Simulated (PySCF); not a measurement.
PySCF input file for CH3FO3Si, SMILES O=CO[Si@@H](O)F, TDDFT-PBE/def2-SVPD. Geometry: PBE0-D3(BJ)/def2-SVP. The structure was generated by enumeration; whether it is a known compound was not checked. Other conformers were not sampled.

```python
import numpy as np
from pyscf import gto, scf, dft, tdscf

mol = gto.M(
    atom='''
    O     1.15973923    1.65692761    0.35051598
    C     1.51279013    0.59086821    0.78057329
    O     0.81107872   -0.53389515    0.70691647
    Si   -0.70864974   -0.64726390   -0.05972099
    O    -1.46887321    0.79013679   -0.01223159
    F    -0.37098293   -1.11602913   -1.56306751
    H     2.47951920    0.42832986    1.29841718
    H    -1.46802256   -1.70650233    0.61334518
    H    -0.84385268    1.53356625   -0.05310757
    ''',
    basis='def2-SVPD',
    charge=0,
    spin=0,
    max_memory=1600,
    verbose=4,
)
mf = dft.RKS(mol, xc='pbe').density_fit(auxbasis='def2-universal-jkfit')
mf.grids.level = 3
mf.conv_tol = 1e-9
mf.max_cycle = 100
mf.kernel()
mf.grids = dft.Grids(mol).set(level=1).build(with_non0tab=True)  # coarser grid for the response kernel
td = tdscf.TDDFT(mf)
td.singlet = True
td.nstates = 10
td.conv_tol = 1e-4
td.positive_eig_threshold = 1e-6
td.kernel(x0=td.get_init_guess(mf, 15))
td.analyze()
tt = tdscf.TDA(mf)
tt.singlet = False
tt.nstates = 4
tt.conv_tol = 1e-4
tt.positive_eig_threshold = 1e-6
tt.kernel(x0=tt.get_init_guess(mf, 9))
tt.analyze(verbose=3)
```

It prints:

```
PySCF version 2.14.0

[INPUT] verbose = 4
[INPUT] num. atoms = 9
[INPUT] num. electrons = 56
[INPUT] charge = 0
[INPUT] spin (= nelec alpha-beta = 2S) = 0
[INPUT] symmetry False subgroup None
[INPUT] Mole.unit = angstrom
[INPUT] Symbol           X                Y                Z      unit          X                Y                Z       unit  Magmom
[INPUT]  1 O      1.159739230000   1.656927610000   0.350515980000 AA    2.191589520614   3.131139391130   0.662379204484 Bohr   0.0
[INPUT]  2 C      1.512790130000   0.590868210000   0.780573290000 AA    2.858759029645   1.116579092612   1.475069738251 Bohr   0.0
[INPUT]  3 O      0.811078720000  -0.533895150000   0.706916470000 AA    1.532716646263  -1.008915612734   1.335878521244 Bohr   0.0
[INPUT]  4 Si    -0.708649740000  -0.647263900000  -0.059720990000 AA   -1.339153926844  -1.223151501318  -0.112856314988 Bohr   0.0
[INPUT]  5 O     -1.468873210000   0.790136790000  -0.012231590000 AA   -2.775768078611   1.493142134043  -0.023114355168 Bohr   0.0
[INPUT]  6 F     -0.370982930000  -1.116029130000  -1.563067510000 AA   -0.701056134589  -2.108989402737  -2.953769508106 Bohr   0.0
[INPUT]  7 H      2.479519200000   0.428329860000   1.298417180000 AA    4.685612208601   0.809426126373   2.453652865630 Bohr   0.0
[INPUT]  8 H     -1.468022560000  -1.706502330000   0.613345180000 AA   -2.774160583083  -3.224822034632   1.159054410022 Bohr   0.0
[INPUT]  9 H     -0.843852680000   1.533566250000  -0.053107570000 AA   -1.594650454680   2.898020206376  -0.100358762441 Bohr   0.0

nuclear repulsion = 322.036785331158
number of shells = 66
number of NR pGTOs = 234
number of NR cGTOs = 160
basis = def2-SVPD
ecp = {}


[settings echo left out]
init E= -654.895472625613
  HOMO = -0.360722205390399  LUMO = -0.102077438337189  gap/eV = 7.03808
cycle= 1 E= -653.929880389873  delta_E= 0.966  |g|= 1.25  |ddm|= 4.31
  HOMO = -0.126125306595348  LUMO = -0.0199781315218517  gap/eV = 2.88841
cycle= 2 E= -652.650007171593  delta_E= 1.28  |g|= 2.81  |ddm|= 3.83
  HOMO = -0.291433638075233  LUMO = -0.0686300206707977  gap/eV = 6.06280
cycle= 3 E= -654.153788872449  delta_E= -1.5  |g|= 0.559  |ddm|= 2.92
  HOMO = -0.268866099372912  LUMO = -0.0746468465819494  gap/eV = 5.28498
cycle= 4 E= -654.211445191643  delta_E= -0.0577  |g|= 0.193  |ddm|= 0.571
  HOMO = -0.276637830160272  LUMO = -0.082069131264408  gap/eV = 5.29448
cycle= 5 E= -654.217862140653  delta_E= -0.00642  |g|= 0.0552  |ddm|= 0.198
  HOMO = -0.272033288546618  LUMO = -0.0773785290291813  gap/eV = 5.29683
cycle= 6 E= -654.218427802924  delta_E= -0.000566  |g|= 0.0245  |ddm|= 0.0688
  HOMO = -0.272781658968007  LUMO = -0.0773093541569789  gap/eV = 5.31907
cycle= 7 E= -654.218536866433  delta_E= -0.000109  |g|= 0.00566  |ddm|= 0.025
  HOMO = -0.273234325860784  LUMO = -0.0778047983872265  gap/eV = 5.31791
cycle= 8 E= -654.218543320044  delta_E= -6.45e-06  |g|= 0.00153  |ddm|= 0.00677
  HOMO = -0.273184452505849  LUMO = -0.0776689323086925  gap/eV = 5.32025
cycle= 9 E= -654.218543792338  delta_E= -4.72e-07  |g|= 0.000565  |ddm|= 0.00185
  HOMO = -0.273153490173416  LUMO = -0.0776579194757323  gap/eV = 5.31971
cycle= 10 E= -654.218543838615  delta_E= -4.63e-08  |g|= 0.000222  |ddm|= 0.000635
  HOMO = -0.273185436181406  LUMO = -0.077683838675819  gap/eV = 5.31987
cycle= 11 E= -654.218543847157  delta_E= -8.54e-09  |g|= 6.33e-05  |ddm|= 0.000288
  HOMO = -0.273177641704963  LUMO = -0.0776770666891466  gap/eV = 5.31984
cycle= 12 E= -654.218543847953  delta_E= -7.96e-10  |g|= 5.02e-06  |ddm|= 7.49e-05
  HOMO = -0.273177513558128  LUMO = -0.0776774240594005  gap/eV = 5.31983
Extra cycle  E= -654.218543847942  delta_E= 1.09e-11  |g|= 8.7e-06  |ddm|= 1.89e-05
converged SCF energy = -654.218543847942
tot grids = 39848
Overwritten attributes  positive_eig_threshold  of <class 'pyscf.tdscf.rks.CasidaTDDFT'>


******** <class 'pyscf.tdscf.rks.CasidaTDDFT'> for <class 'pyscf.df.df_jk.DFRKS'> ********
nstates = 10 singlet
deg_eia_thresh = 1.000e-03
wfnsym = None
conv_tol = 0.0001
eigh lindep = 1e-12
eigh level_shift = 0
eigh max_cycle = 100


Excitation energies (eV)
[5.52284868 6.39347266 6.90839565 7.13676272 7.4112129  7.50603134
 7.62106166 7.82610456 8.02084235 8.25158205]

** Singlet excitation energies and oscillator strengths **
Excited State   1:      5.52285 eV    224.49 nm  f=0.0015
      28 -> 29        0.70659
Excited State   2:      6.39347 eV    193.92 nm  f=0.0049
      26 -> 29       -0.14113
      27 -> 29       -0.69015
Excited State   3:      6.90840 eV    179.47 nm  f=0.0002
      25 -> 29        0.70519
Excited State   4:      7.13676 eV    173.73 nm  f=0.0058
      28 -> 30        0.70016
Excited State   5:      7.41121 eV    167.29 nm  f=0.0092
      24 -> 29       -0.51414
      26 -> 29       -0.31622
      28 -> 31        0.34826
Excited State   6:      7.50603 eV    165.18 nm  f=0.0008
      24 -> 29        0.45753
      26 -> 29       -0.16629
      28 -> 31        0.50215
Excited State   7:      7.62106 eV    162.69 nm  f=0.0024
      26 -> 29        0.12388
      28 -> 31        0.14671
      28 -> 32       -0.67500
Excited State   8:      7.82610 eV    158.42 nm  f=0.0553
      23 -> 29       -0.12241
      24 -> 29       -0.11481
      26 -> 29        0.32531
      28 -> 31        0.18713
      28 -> 32        0.15551
      28 -> 33        0.52461
Excited State   9:      8.02084 eV    154.58 nm  f=0.1958
      23 -> 29        0.17218
      26 -> 29       -0.34826
      28 -> 31       -0.24045
      28 -> 32       -0.11351
      28 -> 33        0.46459
Excited State  10:      8.25158 eV    150.26 nm  f=0.0300
      26 -> 30       -0.11564
      27 -> 30        0.68328

** Transition electric dipole moments (AU) **
state          X           Y           Z        Dip. S.      Osc.
  1        -0.0041     -0.0434     -0.0944      0.0108      0.0015
  2         0.1694     -0.0044      0.0513      0.0313      0.0049
  3         0.0089     -0.0200     -0.0261      0.0012      0.0002
  4         0.1470     -0.0934      0.0531      0.0331      0.0058
  5        -0.1112     -0.1763     -0.0838      0.0505      0.0092
  6         0.0018      0.0635      0.0082      0.0041      0.0008
  7         0.0902      0.0639     -0.0226      0.0127      0.0024
  8        -0.1378      0.4999     -0.1389      0.2882      0.0553
  9        -0.8049     -0.5278     -0.2650      0.9966      0.1958
 10         0.0910      0.0297      0.3732      0.1484      0.0300

** Transition velocity dipole moments (imaginary part, AU) **
state          X           Y           Z        Dip. S.      Osc.
  1         0.0006     -0.0094     -0.0219      0.0006      0.0019
  2         0.0386     -0.0020      0.0129      0.0017      0.0047
  3         0.0028     -0.0044     -0.0101      0.0001      0.0003
  4         0.0381     -0.0233      0.0132      0.0022      0.0055
  5        -0.0279     -0.0480     -0.0222      0.0036      0.0088
  6         0.0043      0.0199      0.0038      0.0004      0.0010
  7         0.0246      0.0163     -0.0062      0.0009      0.0022
  8        -0.0393      0.1382     -0.0385      0.0221      0.0513
  9        -0.2383     -0.1564     -0.0786      0.0874      0.1978
 10         0.0257      0.0089      0.1115      0.0132      0.0290

** Transition magnetic dipole moments (imaginary part, AU) **
state          X           Y           Z
  1         0.1603     -0.8314      0.2931
  2         0.0882      0.0636     -0.0711
  3        -0.3414     -0.2181     -0.1091
  4        -0.4434      0.3274      1.1260
  5        -0.3578      0.0157      0.0806
  6         0.1743      0.0612      0.1183
  7         0.1821     -0.4307      0.2843
  8         0.2452     -0.2137     -0.6861
  9        -0.3301      0.4242      0.7710
 10        -0.2998     -0.3313     -0.0213
Overwritten attributes  positive_eig_threshold  of <class 'pyscf.tdscf.rks.TDA'>


******** <class 'pyscf.tdscf.rks.TDA'> for <class 'pyscf.df.df_jk.DFRKS'> ********
nstates = 4 triplet
deg_eia_thresh = 1.000e-03
wfnsym = None
conv_tol = 0.0001
eigh lindep = 1e-12
eigh level_shift = 0
eigh max_cycle = 100


Excitation energies (eV)
[4.99062283 5.97847939 6.29143569 6.72137069]

** Triplet excitation energies and oscillator strengths **
Excited State   1:      4.99062 eV    248.43 nm  f=0.0000
Excited State   2:      5.97848 eV    207.38 nm  f=0.0000
Excited State   3:      6.29144 eV    197.07 nm  f=0.0000
Excited State   4:      6.72137 eV    184.46 nm  f=0.0000
```

The run converged.

Cost: roughly 90 core-seconds.
